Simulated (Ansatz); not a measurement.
Cu3O4⁻: single points at one geometry.

```yaml
crystal:
  periodic: [false, false, false]
  atoms:
    - {symbol: Cu, position_ang: [0.001231, 0.000006, 0.000917]}
    - {symbol: Cu, position_ang: [-1.444945, -2.579289, 1.842760]}
    - {symbol: Cu, position_ang: [1.447596, 2.579984, -1.839677]}
    - {symbol: O, position_ang: [2.150595, 3.826728, -2.748669]}
    - {symbol: O, position_ang: [-2.158451, -3.828692, 2.739934]}
    - {symbol: O, position_ang: [0.729885, 1.304228, -0.925041]}
    - {symbol: O, position_ang: [-0.725911, -1.302964, 0.929765]}
basis:
  gaussian: {orbitals: STO-3G}
total_charge: -1
hamiltonian: {xc: hf}
scf: {omitted_lower_state_checks: [starts]}
output: {orbitals: {seedname: orbitals}}
```

The file start.molden holds the orbitals of an earlier run on this structure, at another level or in another basis.

```sh
$ ansatz run in.yaml --threads 4 --pin off --events-out ev --progress --plain --max-ram 4787MiB
```

Shortened log:

```
Functional definition: HF
765 factors; integrals over basis functions are off by at most 7.3e-4 eV
mean field evaluation 1: about -139407.5751 eV, gradient 2.5e2 eV
mean field evaluation 2: about -139414.5003 eV, gradient 2.5e2 eV
mean field evaluation 4: about -139857.9337 eV, gradient 2.5e2 eV
mean field evaluation 8: about -140032.8169 eV, gradient 2.2e2 eV
mean field evaluation 16: about -140306.1461 eV, gradient 1.1e1 eV
mean field evaluation 32: about -140307.2763 eV, gradient 1.2e-5 eV
a density is far from that of the atoms, so the factors are made again for it
817 factors; integrals over basis functions are off by at most 2.2e-5 eV
mean field -140307.28291278 eV, -5156.1975433524 hartree, gradient 2.3e-6 eV, S^2 0.000000; 0 other end points of the search recorded, 0 dependent functions left out
reference -140307.28291278 eV, -5156.1975433524 hartree; 60, 60 occupied and 14, 14 virtual orbitals, 817 factors
Total energy: -140307.28291278 eV, -5156.1975433524 hartree
Checks for a lower state left out: starts
```

Hardware: 4 threads of Intel Xeon 6975P-C on a shared host. Wall time 4.4 s.

As the first input, with `gaussian: {orbitals: def2-TZVPD, initial_orbitals: start.molden}`, `hamiltonian: {xc: {name: B97M-V}}` (abridged; 16 s):

```
Functional definition: B97M-V
mean field evaluation 16: about -142084.0711 eV, gradient 5.9e-1 eV
mean field -142084.08055810 eV, -5221.4936524614 hartree, gradient 2.0e-5 eV, S^2 0.000000
Total energy: -142084.08065099 eV, -5221.4936558749 hartree
Checks for a lower state left out: starts
```

The first input with `gaussian: {orbitals: def2-TZVPD, initial_orbitals: start.molden}`, `correlation: {method: mp2, frozen_orbitals: {Cu: 9, O: 1}}` and without the key `hamiltonian` (abridged; 2.6 min):

```
Functional definition: HF
mean field evaluation 16: about -141935.1949 eV, gradient 1.0e-3 eV
mean field evaluation 32: about -141935.1949 eV, gradient 2.4e-3 eV
mean field -141935.19490234 eV, -5216.0222055306 hartree, gradient 3.1e-10 eV, S^2 0.000000; unrestricted orbitals would lower it
mean field evaluation 64: about -141944.8908 eV, gradient 6.0e-1 eV
unrestricted determinant -141944.95231423 eV, -5216.3807838037 hartree, S^2 2.8877
31 core orbitals not correlated: weight in the atoms' cores, before any rotation towards them, 1.000 or more for the frozen orbitals, at most 0.000 for the correlated occupied ones
second order -70.15859647 eV of doubles, -0.00000000 eV of singles
Total energy: -142005.35349881 eV, -5218.6004863957 hartree
Checks for a lower state left out: starts
```

First input, but with `gaussian: {orbitals: def2-TZVPD, initial_orbitals: start.molden}`, `hamiltonian: {xc: {name: B2PLYP}}`, `correlation: {frozen_orbitals: {Cu: 9, O: 1}}` and without the key `output` (abridged; 2.9 min):

```
Functional definition: B2PLYP
mean field evaluation 16: about -142059.4362 eV, gradient 1.1e-2 eV
mean field evaluation 32: about -142059.4363 eV, gradient 1.4e-3 eV
mean field -142059.43631531 eV, -5220.5879932433 hartree, gradient 2.7e-10 eV, S^2 0.000000; unrestricted orbitals would lower it
31 core orbitals not correlated: weight in the atoms' cores, before any rotation towards them, 1.000 or more for the frozen orbitals, at most 0.000 for the correlated occupied ones
second order -94.34096323 eV of doubles, -0.00000000 eV of singles
Total energy: -142084.90857317 eV, -5221.5240814540 hartree
Checks for a lower state left out: starts
```

First input, but with `gaussian: {orbitals: def2-TZVPD, initial_orbitals: start.molden}`, `hamiltonian: {xc: r2scan, dispersion: d4}` (abridged; 34 s):

```
Functional definition: r2SCAN
mean field evaluation 16: about -142109.4602 eV, gradient 9.5e-5 eV
mean field -142109.46023170 eV, -5222.4263382630 hartree, gradient 1.7e-6 eV, S^2 0.000000
Total energy: -142109.50656135 eV, -5222.4280408463 hartree
Checks for a lower state left out: starts
```

As the first input, with `gaussian: {orbitals: def2-TZVPD, initial_orbitals: start.molden}`, `hamiltonian: {xc: pbe, dispersion: d4}`, `output: {forces: true, orbitals: {seedname: orbitals}}` (abridged; 44 s):

```
Functional definition: PBE
mean field evaluation 16: about -142087.2487 eV, gradient 1.3e-1 eV
mean field evaluation 32: about -142087.2500 eV, gradient 4.6e-3 eV
mean field -142087.24950939 eV, -5221.6101092733 hartree, gradient 2.9e-10 eV, S^2 0.000000
Total energy: -142087.44281729 eV, -5221.6172132076 hartree
Atom 0 force     0.001124     0.000770     0.000714 eV/Å
Atom 1 force    -0.010858     0.000327     0.003384 eV/Å
Atom 2 force    -0.000922    -0.003901    -0.019136 eV/Å
Atom 3 force    -0.025206    -0.043548     0.042364 eV/Å
Atom 4 force     0.032297     0.046362    -0.035138 eV/Å
Atom 5 force     0.035652     0.064337    -0.035748 eV/Å
Atom 6 force    -0.032088    -0.064346     0.043560 eV/Å
Dipole moment:     0.003699     0.000768     0.003637 e Å
Checks for a lower state left out: starts
```

Geometry: B3LYP-D4/def2-SVPD.

Correlated methods freeze 31 core orbitals. The restricted singlet is unstable towards broken spin symmetry in Hartree–Fock (as tested in another run); at HF/STO-3G this wasn't settled. At HF/STO-3G the highest occupied level of the charge -1 singlet lies above zero (up to 1.41 eV). In Hartree–Fock with STO-3G the lack of diffuse functions raises the level. The restricted singlet is unstable towards broken spin symmetry at other levels; at B97M-V/def2-TZVPD, r2SCAN-D4/def2-TZVPD, PBE-D4/def2-TZVPD this wasn't settled. At MP2/def2-TZVPD, B2PLYP/def2-TZVPD the restricted singlet (for correlated methods, its reference) is unstable: a solution with broken spin symmetry lies lower. At r2SCAN-D4/def2-TZVPD, PBE-D4/def2-TZVPD an occupied level of the charge -1 singlet lies above an empty one (by up to 0.57 eV), so this SCF solution is probably not the lowest. No other spin state of charge -1 was run. The geometry of the singlet was relaxed on an unsound state (restricted singlet, unstable towards broken spin symmetry at other levels and untested here). Another isomer (singlet) lies 2.14 eV lower at r2SCAN-D4/def2-TZVPD; other spin states weren't run for this one.
